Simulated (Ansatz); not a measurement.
Wavefunction ladder for CH₄ClFGeO, SMILES `[CH3][Ge]([OH])([F])[Cl]`

Z-matrix (Å, degrees):
```
C
Ge 1 1.916
H 1 1.090 2 108.9
H 1 1.090 2 109.4 3 -119.9
H 1 1.089 2 109.4 3 120.0
O 2 1.752 1 110.7 3 56.4
F 2 1.731 1 110.7 3 -62.7
Cl 2 2.140 1 113.9 3 -179.6
H 6 0.961 2 113.6 1 175.5
```

Total charge 0; spin multiplicity 1. Correlated methods include outer-core shells of Ge, which these sets cover unevenly. Scalar relativity is left out up to krypton. The geometry is a stationary point of PBE0-D4/def2-TZVP. It is one conformer, not always the lowest. Frozen core, restricted reference, the Gaussian-basis code of Ansatz.

| basis | HF (Eh) | MP2 corr. |
| --- | --- | --- |
| def2-SVP | -2748.91528 | -0.87467 |
| def2-TZVPP | -2749.61473 | -1.10564 |
| def2-QZVPP | -2749.67984 | -1.44377 |

Question: Estimate the CCSD correlation energy and the (T) correction in each basis where they were run (hartree).

Answer: 
```json
{"basis": "def2-SVP", "CCSD corr.": "-0.90026", "(T)": "-0.02079"}
{"basis": "def2-TZVPP", "CCSD corr.": "-1.13053", "(T)": "-0.04142"}
```
